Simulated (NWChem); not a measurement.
System: thiophenol (C₆H₆S); SMILES Sc1ccccc1

NWChem printed, in part:

```
             Northwest Computational Chemistry Package (NWChem) 7.3.0
             --------------------------------------------------------

                             Geometry "geometry" -> ""
                             -------------------------

 Output coordinates in angstroms (scale by  1.889725989 to convert to a.u.)

  No.       Tag          Charge          X              Y              Z
 ---- ---------------- ---------- -------------- -------------- --------------
    1 S                   16.0000    -0.06706500    -2.29963800     0.00000000
    2 C                    6.0000     0.00216900    -0.51286900     0.00000000
    3 C                    6.0000    -1.21307600     0.18595300     0.00000000
    4 C                    6.0000    -1.21689500     1.58020000     0.00000000
    5 C                    6.0000    -0.01579000     2.29294300     0.00000000
    6 C                    6.0000     1.19331900     1.59577200     0.00000000
    7 C                    6.0000     1.20782100     0.20017300     0.00000000
    8 H                    1.0000     1.26415800    -2.51369900     0.00000000
    9 H                    1.0000    -2.15320500    -0.35913500     0.00000000
   10 H                    1.0000    -2.16570500     2.11018700     0.00000000
   11 H                    1.0000    -0.02235700     3.37908100     0.00000000
   12 H                    1.0000     2.13590400     2.13700700     0.00000000
   13 H                    1.0000     2.15725000    -0.32869600     0.00000000

 Effective nuclear repulsion energy (a.u.)     318.0087151654

                                 NWChem DFT Module
                                 -----------------

 Summary of "ao basis" -> "ao basis" (spherical)
 ------------------------------------------------------------------------------
       Tag                 Description            Shells   Functions and Types
 ---------------- ------------------------------  ------  ---------------------
 S                          def2-svp                 8       18   4s3p1d
 C                          def2-svp                 6       14   3s2p1d
 H                          def2-svp                 3        5   2s1p

 in cosmo_initialize ...
 calling solv_data for solv:anisole

 solvent parameters
 solvname_short: anisole
 solvname_long:  anisole
 dielec:        4.2247
 dielecinf:     2.3025
 nonaqueous SMD model solvent descriptors
 dielec:        4.2247
 sola:          0.0000
 solb:          0.2900
 solc:          0.7500
 solg:         50.5200
 solh:          0.0000
 soln:          1.5174

          ---------------
          -cosmo- solvent
          ---------------
 Cosmo: York-Karplus, doi: 10.1021/jp992097l
 dielectric constant -eps-     =   4.22
 screen = (eps-1)/(eps    )    =   0.76330
 surface charge correction     = lagrangian

   van der Waals surface
 --------------------------

 ---------- ATOMIC COORDINATES (A.U.) ------------ VDWR(ANG.) --
     1   -0.12673447   -4.34568569    0.00000000     2.490
     2    0.00409882   -0.96918188    0.00000000     1.850
     3   -2.29238124    0.35140022    0.00000000     1.850
     4   -2.29959811    2.98614501    0.00000000     1.850
     5   -0.02983877    4.33303398    0.00000000     1.850
     6    2.25504593    3.01557182    0.00000000     1.850
     7    2.28245073    0.37827212    0.00000000     1.850
     8    2.38891223   -4.75020233    0.00000000     1.200
     9   -4.06896745   -0.67866674    0.00000000     1.200
    10   -4.09258902    3.98767521    0.00000000     1.200
    11   -0.04224860    6.38553718    0.00000000     1.200
    12    4.03627330    4.03835767    0.00000000     1.200
    13    4.07661139   -0.62114537    0.00000000     1.200
 number of segments per atom =        128
 number of   points per atom =        128
 atom (   nspa,  nppa )
 ----------------------
    1 (    104,     0 )       0
    2 (     20,     0 )       0
    3 (     44,     0 )       0
    4 (     50,     0 )       0
    5 (     44,     0 )       0
    6 (     50,     0 )       0
    7 (     44,     0 )       0
    8 (     20,     0 )       0
    9 (     48,     0 )       0
   10 (     54,     0 )       0
   11 (     48,     0 )       0
   12 (     54,     0 )       0
   13 (     50,     0 )       0
 number of -cosmo- surface points =      630
 molecular surface =    152.726 angstrom**2
 molecular volume  =    140.648 angstrom**3
 -lineq- algorithm             =   0
 -bem- low  level              =   3
 -bem- from -octahedral-
 gaussian surface charge width =   4.50000
 degree of switching           =   1.00000
 switching function tolerance  =   0.00010
 atomic radii =
 --------------
    1 16.000  2.490
    2  6.000  1.850
    3  6.000  1.850
    4  6.000  1.850
    5  6.000  1.850
    6  6.000  1.850
    7  6.000  1.850
    8  1.000  1.200
    9  1.000  1.200
   10  1.000  1.200
   11  1.000  1.200
   12  1.000  1.200
   13  1.000  1.200
 ...... end of -cosmo- initialization ......

 nat:                    13
 ixmem:                  9153
 calling mnsol_interface()
 G(SMD-CDS) energy (kcal/mol)  =    -3.125
 SMD-CDS SASA (angstrom**2)    =   167.259

            General Information
            -------------------
          SCF calculation type: DFT
          Wavefunction type:  closed shell.
          No. of atoms     :    13
          No. of electrons :    58
           Alpha electrons :    29
            Beta electrons :    29
          Charge           :     0
          Spin multiplicity:     1
          Use of symmetry is: off; symmetry adaption is: off
          Maximum number of iterations: 150
          AO basis - number of functions:   132
                     number of shells:    62
          Convergence on energy requested:  1.00D-06
          Convergence on density requested:  1.00D-05
          Convergence on gradient requested:  5.00D-04

              XC Information
              --------------
                       M05-2X Method XC Functional
                     Hartree-Fock (Exact) Exchange  0.560
                M05-2X metaGGA Exchange Functional  0.440
                      M05-2X Correlation Potential  1.000

             Grid Information
             ----------------
          Grid used for XC integration:  medium
          Radial quadrature: Mura-Knowles
          Angular quadrature: Lebedev.
          Tag              B.-S. Rad. Rad. Pts. Rad. Cut. Ang. Pts.
          ---              ---------- --------- --------- ---------
          S                   1.00       88          13.0       590
          C                   0.70       49          12.0       434
          H                   0.35       45          14.0       434
          Grid pruning is: on
          Number of quadrature shells:   652
          Spatial weights used:  Erf1

      Superposition of Atomic Density Guess
      -------------------------------------

 Sum of atomic energies:        -626.09185568

      Non-variational initial energy
      ------------------------------

 Total energy =    -630.743743
 1-e energy   =   -1486.604121
 2-e energy   =     537.851663
 HOMO         =      -0.245469
 LUMO         =      -0.012306

   convergence    iter        energy       DeltaE   RMS-Dens  Diis-err
 ---------------- ----- ----------------- --------- --------- ---------
     COSMO gas phase
 d= 0,ls=0.0,diis     1   -630.0396196564 -9.48D+02  6.58D-03  4.38D-01
 d= 0,ls=0.0,diis     2   -630.0886222171 -4.90D-02  3.41D-03  1.14D-01
 d= 0,ls=0.0,diis     3   -630.0966683392 -8.05D-03  1.48D-03  5.07D-02
 d= 0,ls=0.0,diis     4   -630.1034840310 -6.82D-03  2.93D-04  1.46D-03
 d= 0,ls=0.0,diis     5   -630.1036723227 -1.88D-04  7.73D-05  1.38D-04
  Resetting Diis
 d= 0,ls=0.0,diis     6   -630.1036890848 -1.68D-05  2.54D-05  8.12D-06
 d= 0,ls=0.0,diis     7   -630.1036902924 -1.21D-06  7.72D-06  3.90D-07
 d= 0,ls=0.0,diis     8   -630.1036903076 -1.51D-08  3.86D-06  4.12D-07

   convergence    iter        energy       DeltaE   RMS-Dens  Diis-err
 ---------------- ----- ----------------- --------- --------- ---------
     COSMO solvation phase
 d= 0,ls=0.0,diis     1   -630.1147994919 -1.11D-02  2.12D-03  2.52D-03
 d= 0,ls=0.0,diis     2   -630.1154241179 -6.25D-04  2.63D-04  6.73D-04
 d= 0,ls=0.0,diis     3   -630.1155095718 -8.55D-05  1.37D-04  9.55D-05
 d= 0,ls=0.0,diis     4   -630.1155230449 -1.35D-05  3.19D-05  1.81D-05
 d= 0,ls=0.0,diis     5   -630.1155254525 -2.41D-06  8.09D-06  8.21D-07
 d= 0,ls=0.0,diis     6   -630.1155255660 -1.14D-07  2.77D-06  1.03D-07

         Total DFT energy =     -630.115525566002
      One electron energy =    -1492.600788416329
           Coulomb energy =      604.550645039720
    Exchange-Corr. energy =      -60.366399495089
 Nuclear repulsion energy =      318.008715165392

             COSMO energy =        0.292302140305

 Numeric. integr. density =       57.999997466469

                                COSMO-SMD solvation results
                                ---------------------------

             internal energy in gas <Psi(g)|H|Psi(g)> =      -630.103690307570
         internal energy in solvent <Psi(s)|H|Psi(s)> =      -630.102867025177
                               delta internal energy  =         0.000823282393 (    0.52 kcal/mol)
   total free energy in solvent <Psi(s)|H+V/2|Psi(s)> =      -630.110546326472
 polarization energy contribution <Psi(s)|V/2|Psi(s)> =        -0.007679301295 (   -4.82 kcal/mol)
    total free energy in solvent including G(SMD-CDS) =      -630.115525566002
                       G(SMD-CDS) energy contribution =        -0.004979239530 (   -3.12 kcal/mol)
     1 M fixed-concentration free energy of solvation =        -0.011835258432 (   -7.43 kcal/mol)

                       DFT Final Molecular Orbital Analysis
                       ------------------------------------

 Vector   27  Occ=2.000000D+00  E=-3.649763D-01
              MO Center= -1.9D-02, -1.5D-01,  2.0D-09, r^2= 5.2D+00
   Bfn.  Coefficient  Atom+Function         Bfn.  Coefficient  Atom+Function
  ----- ------------  ---------------      ----- ------------  ---------------
    13      0.387101   1 S  pz               10      0.286997   1 S  pz
    66     -0.271298   5 C  pz               24      0.225325   2 C  pz
    80     -0.184640   6 C  pz               69     -0.181816   5 C  pz
    52     -0.179977   4 C  pz               27      0.172205   2 C  pz
     7      0.162869   1 S  pz               83     -0.127481   6 C  pz

 Vector   28  Occ=2.000000D+00  E=-3.197752D-01
              MO Center= -9.9D-03,  8.7D-01, -1.0D-10, r^2= 3.0D+00
   Bfn.  Coefficient  Atom+Function         Bfn.  Coefficient  Atom+Function
  ----- ------------  ---------------      ----- ------------  ---------------
    94     -0.299542   7 C  pz               38      0.295493   3 C  pz
    52      0.293382   4 C  pz               80     -0.287708   6 C  pz
    97     -0.223594   7 C  pz               41      0.220252   3 C  pz
    55      0.212805   4 C  pz               83     -0.208968   6 C  pz

 Vector   29  Occ=2.000000D+00  E=-2.744830D-01
              MO Center= -2.6D-02, -7.2D-01,  2.7D-10, r^2= 4.9D+00
   Bfn.  Coefficient  Atom+Function         Bfn.  Coefficient  Atom+Function
  ----- ------------  ---------------      ----- ------------  ---------------
    13      0.521718   1 S  pz               10      0.336851   1 S  pz
    66      0.246964   5 C  pz               24     -0.222077   2 C  pz
    69      0.202633   5 C  pz                7      0.189957   1 S  pz
    38     -0.185502   3 C  pz               94     -0.181231   7 C  pz
    27     -0.157482   2 C  pz               41     -0.143779   3 C  pz

 Vector   30  Occ=0.000000D+00  E= 2.260454D-02
              MO Center= -1.0D-02,  9.0D-01,  4.1D-10, r^2= 3.6D+00
   Bfn.  Coefficient  Atom+Function         Bfn.  Coefficient  Atom+Function
  ----- ------------  ---------------      ----- ------------  ---------------
    83      0.486030   6 C  pz               41      0.483114   3 C  pz
    55     -0.453727   4 C  pz               97     -0.446553   7 C  pz
    80      0.320256   6 C  pz               38      0.312132   3 C  pz
    52     -0.298400   4 C  pz               94     -0.289545   7 C  pz
    27     -0.035654   2 C  pz               69     -0.034436   5 C  pz

 Vector   31  Occ=0.000000D+00  E= 2.420938D-02
              MO Center= -7.0D-03,  7.1D-01, -1.4D-09, r^2= 4.0D+00
   Bfn.  Coefficient  Atom+Function         Bfn.  Coefficient  Atom+Function
  ----- ------------  ---------------      ----- ------------  ---------------
    27      0.564418   2 C  pz               69      0.516426   5 C  pz
    24      0.380991   2 C  pz               66      0.341401   5 C  pz
    97     -0.309676   7 C  pz               55     -0.281601   4 C  pz
    41     -0.248151   3 C  pz               13     -0.244106   1 S  pz
    83     -0.222088   6 C  pz               52     -0.191559   4 C  pz

 Vector   32  Occ=0.000000D+00  E= 7.056023D-02
              MO Center=  4.0D-01, -1.7D+00,  6.6D-10, r^2= 5.0D+00
   Bfn.  Coefficient  Atom+Function         Bfn.  Coefficient  Atom+Function
  ----- ------------  ---------------      ----- ------------  ---------------
    21      0.896105   2 C  s               104     -0.794352   8 H  s
    12     -0.697401   1 S  py               11      0.593759   1 S  px
   129     -0.537015  13 H  s               109     -0.505846   9 H  s
    39     -0.331074   3 C  px               95      0.315075   7 C  px
    26     -0.285594   2 C  py               35      0.278493   3 C  s

     Multipole analysis of the density
     ---------------------------------

     L   x y z        total         alpha         beta         nuclear
     -   - - -        -----         -----         ----         -------
     0   0 0 0     -0.000000    -29.000000    -29.000000     58.000000

     1   1 0 0      0.466804      0.338950      0.338950     -0.211096
     1   0 1 0      0.339090      0.468529      0.468529     -0.597968
     1   0 0 1      0.000000      0.000000      0.000000      0.000000

     2   2 0 0    -30.141634   -113.678327   -113.678327    197.215019
     2   1 1 0     -2.608989      0.419970      0.419970     -3.448928
     2   1 0 1      0.000000      0.000000      0.000000      0.000000
     2   0 2 0    -32.918020   -329.712198   -329.712198    626.506376
     2   0 1 1     -0.000000     -0.000000     -0.000000      0.000000
     2   0 0 2    -39.948585    -19.974292    -19.974292      0.000000
```

Level: M05-2X/def2-SVP, SMD on the gas-phase geometry. Geometry: optimised at B3LYP/6-31G* (spherical d). Solvent: anisole.

Problem. Reconstruct the input file.

Solution. Several could match; the one computed here: the input that was run:
```
start job
memory heap 200 mb stack 900 mb global 1100 mb
geometry units angstroms noautosym nocenter noautoz
  S     -0.067065    -2.299638     0.000000
  C      0.002169    -0.512869     0.000000
  C     -1.213076     0.185953     0.000000
  C     -1.216895     1.580200     0.000000
  C     -0.015790     2.292943     0.000000
  C      1.193319     1.595772     0.000000
  C      1.207821     0.200173     0.000000
  H      1.264158    -2.513699     0.000000
  H     -2.153205    -0.359135     0.000000
  H     -2.165705     2.110187     0.000000
  H     -0.022357     3.379081     0.000000
  H      2.135904     2.137007     0.000000
  H      2.157250    -0.328696     0.000000
end
basis spherical
  S library def2-svp
  C library def2-svp
  H library def2-svp
end
dft
  xc m05-2x
  iterations 150
end
cosmo
  do_cosmo_smd true
  solvent anisole
end
task dft energy
```
